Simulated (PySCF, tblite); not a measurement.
Isomers of C5H4N3O (doublet state), one GFN2-xTB conformer each. Single-point energies are computed at B3LYP/pcH-1 (PySCF, gas phase, no added dispersion term), electronic only. GFN2-xTB treats the open shell by occupation alone, and not every SCF solution was tested for stability.

Question: Rank them by B3LYP/pcH-1 energy, lowest first (kcal/mol).
A. `[CH]1COc2nncnc21` [radical]
B. `[H]/[N:5]=[C:4]\[C:3]([O:2][CH3:1])([C:6]#[N:7])[C:8]#[N:9]` (doublet state) with C1–O2–C3–C4 180°, O2–C3–C4–N5 0°

Answer: A (0.0), B (34.8).

As drawn, the lower has an N–N linkage, which the higher lacks; the higher has an N–H bond, which the lower lacks. GFN2-xTB itself gives, in the same order: 0.0, 93.3. Both levels put the same isomer lowest.

What happens when harmonic zero-point energies from GFN2-xTB frequencies are added?

```tsv
SMILES	ZPE (kcal/mol)	electronic (kcal/mol)	with ZPE (kcal/mol)
[CH]1COc2nncnc21	55.0	0.0	0.0
[H]/N=[C]\C(C#N)(C#N)OC	51.1	34.8	30.8
```

The zero-point energies span 3.9 kcal/mol. The order is unchanged.
